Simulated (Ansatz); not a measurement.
```xyz
10

C    -1.157    0.370    0.996
S    -0.342   -1.199    0.690
C     0.400   -0.868   -0.927
Zn    1.758    0.519   -0.696
H    -1.909    0.577    0.231
H    -1.654    0.295    1.964
H    -0.446    1.201    1.037
H     0.889   -1.803   -1.216
H    -0.379   -0.673   -1.667
H     2.840    1.580   -0.412
```

Total charge 0; spin multiplicity 1.

Q: List the PBE0/def2-TZVPP orbital energies in eV (the Gaussian-basis code of Ansatz). (Estimate.)

A: Ansatz gave: Occupied: -9458.99, -2422.13, -1152.55, -1014.88, -1014.88, -1014.81, -278.81, -278.45, -217.41, -161.27, -161.18, -161.02, -133.26, -89.08, -89.07, -88.90, -22.23, -19.48, -16.46, -14.51, -14.35, -14.35, -14.31, -14.25, -12.32, -12.23, -11.62, -10.17, -9.83, -8.99, -8.02, -5.87. Lowest empty: -0.53, -0.40, 0.33, 1.30, 2.17, 2.23, 2.56, 2.60.
